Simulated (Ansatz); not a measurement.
Input file for Ansatz (an electronic-structure program): R-PBE0/def2-TZVPPD on HCl (SMILES Cl). Files ending in .json are basis or fitting sets from the Basis Set Exchange.

Ansatz 0.2 input:
```yaml
crystal:
  periodic: [false, false, false]
  atoms:
    - {symbol: Cl, position_ang: [-0.06853986, -0.33803311, -0.32481316]}
    - {symbol: H, position_ang: [-0.67544480, -1.32229006, 0.22906320]}
basis:
  gaussian:
    orbitals: def2-TZVPPD.json
hamiltonian:
  xc: {name: PBE0}
scf: {lower_state_search: off}
```

It printed:

```
Functional definition: PBE0
[...]
these checks for a lower state are left out or cut short: stability, starts, cluster_reference, orbital_swaps, neighbouring_geometries, increment
integrals: 0.01 GiB planned
393 factors; their error is unknown
mean field: 0.12 GiB planned
mean field evaluation 1: about -12535.1219 eV, gradient 9.5e0 eV
mean field evaluation 2: about -12535.1941 eV, gradient 9.0e0 eV
mean field evaluation 4: about -12535.3437 eV, gradient 3.0e-1 eV
mean field evaluation 8: about -12535.3793 eV, gradient 9.8e-4 eV
mean field -12535.37926498 eV, -460.6666912026 hartree, gradient 1.9e-6 eV, S^2 0.000000; 0 other end points of the search recorded, 0 dependent functions left out
reference -12535.37930039 eV, -460.6666925040 hartree; 9, 9 occupied and 59, 59 virtual orbitals, 393 factors
Total energy: -12535.37930039 eV, -460.6666925040 hartree
Checks for a lower state left out: stability, starts, cluster_reference, orbital_swaps, neighbouring_geometries, increment
```

Self-consistency was reached.

Cost: roughly 0.18 core-seconds.
